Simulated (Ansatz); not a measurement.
Geometry optimisation, Ansatz, UKS PBE/def2-SVP.

Input:

```yaml
crystal:
  periodic: [false, false, false]
  atoms:
    - { symbol: Ti, position_ang: [0.023448, 0.021927, -0.004275] }
    - { symbol: Cl, position_ang: [0.061587, 0.074744, 2.318475] }
    - { symbol: Cl, position_ang: [2.047056, 0.060534, -0.830712] }
    - { symbol: Cl, position_ang: [-1.132785, 1.727094, -0.744688] }
    - { symbol: O, position_ang: [-0.760939, -1.462226, -0.491806] }
    - { symbol: H, position_ang: [-1.423325, -2.120162, -0.209092] }
    - { symbol: "N", position_ang: [0.299943, -0.332389, 5.212505] }
    - { symbol: H, position_ang: [-0.742824, -0.33323, 5.118045] }
    - { symbol: H, position_ang: [0.483139, 0.698507, 5.176748] }
magnetization:
  spin_polarized: true
  initial_magnetization: 1
basis:
  gaussian: { orbitals: def2-SVP }
hamiltonian:
  xc: pbe
relax:
  f_tol: 0.03
  max_steps: 50
output:
  orbitals: {}
```

Run as:

```bash
$ ansatz run input.yaml --threads 4 --pin off --max-ram 5120MiB --backend cpu --events-out ev --progress --plain --runs-dir out
```

Task: Where does it end, and by what steps?

Result: It did not converge within its limit. The force dipped under the threshold on the way, but the program's further checks kept it going. After 49 steps the energy has fallen by 0.940 eV; H6 moved furthest, 2.96 Å. Parted: O5–H6 (0.98 → 1.43 Å). Joined: H6–N7 (5.96 → 1.11 Å).

```json
{"step": "0", "energy less start (eV)": "0.0000", "largest force component (eV/Å)": "1.456", "accepted": "yes"}
{"step": "2", "energy less start (eV)": "-0.1082", "largest force component (eV/Å)": "0.187", "accepted": "yes"}
{"step": "4", "energy less start (eV)": "-0.1100", "largest force component (eV/Å)": "0.205", "accepted": "yes"}
{"step": "6", "energy less start (eV)": "-0.1120", "largest force component (eV/Å)": "0.131", "accepted": "yes"}
{"step": "8", "energy less start (eV)": "-0.1077", "largest force component (eV/Å)": "0.662", "accepted": "no"}
{"step": "10", "energy less start (eV)": "-0.1101", "largest force component (eV/Å)": "0.516", "accepted": "no"}
{"step": "12", "energy less start (eV)": "-0.1160", "largest force component (eV/Å)": "0.122", "accepted": "yes"}
{"step": "14", "energy less start (eV)": "-0.1176", "largest force component (eV/Å)": "0.201", "accepted": "yes"}
{"step": "16", "energy less start (eV)": "-0.1192", "largest force component (eV/Å)": "0.108", "accepted": "yes"}
{"step": "18", "energy less start (eV)": "-0.1176", "largest force component (eV/Å)": "0.601", "accepted": "no"}
{"step": "20", "energy less start (eV)": "-0.1243", "largest force component (eV/Å)": "0.248", "accepted": "yes"}
{"step": "22", "energy less start (eV)": "-0.1274", "largest force component (eV/Å)": "0.406", "accepted": "yes"}
{"step": "24", "energy less start (eV)": "-0.1358", "largest force component (eV/Å)": "0.166", "accepted": "yes"}
{"step": "26", "energy less start (eV)": "-0.1440", "largest force component (eV/Å)": "0.447", "accepted": "yes"}
{"step": "28", "energy less start (eV)": "-0.1671", "largest force component (eV/Å)": "0.287", "accepted": "yes"}
{"step": "30", "energy less start (eV)": "-0.2160", "largest force component (eV/Å)": "0.385", "accepted": "yes"}
{"step": "32", "energy less start (eV)": "-0.3208", "largest force component (eV/Å)": "0.420", "accepted": "yes"}
{"step": "34", "energy less start (eV)": "-0.4986", "largest force component (eV/Å)": "0.444", "accepted": "yes"}
{"step": "36", "energy less start (eV)": "-0.7236", "largest force component (eV/Å)": "0.577", "accepted": "yes"}
{"step": "38", "energy less start (eV)": "-0.7922", "largest force component (eV/Å)": "0.447", "accepted": "yes"}
{"step": "40", "energy less start (eV)": "-0.8083", "largest force component (eV/Å)": "0.081", "accepted": "yes"}
{"step": "42", "energy less start (eV)": "-0.8146", "largest force component (eV/Å)": "0.129", "accepted": "yes"}
{"step": "44", "energy less start (eV)": "-0.8189", "largest force component (eV/Å)": "0.185", "accepted": "yes"}
{"step": "46", "energy less start (eV)": "-0.8364", "largest force component (eV/Å)": "0.296", "accepted": "yes"}
{"step": "48", "energy less start (eV)": "-0.7790", "largest force component (eV/Å)": "3.978", "accepted": "no"}
{"step": "49", "energy less start (eV)": "-0.9403", "largest force component (eV/Å)": "0.455", "accepted": "yes"}
```

```xyz
9
Properties=species:S:1:pos:R:3
Ti -0.003 0.220 0.251
Cl 0.555 1.327 2.254
Cl 1.840 -0.294 -0.876
Cl -1.548 1.321 -0.901
O -0.646 -1.128 0.975
H -0.528 -1.039 2.397
N -0.328 -0.762 3.450
H -1.020 -0.295 4.047
H 0.534 -1.015 3.948
```

Time of the run: 82 s on 4 threads of Intel(R) Xeon(R) 6975P-C (Granite Rapids), on a shared host, peak memory 0.27 GiB.
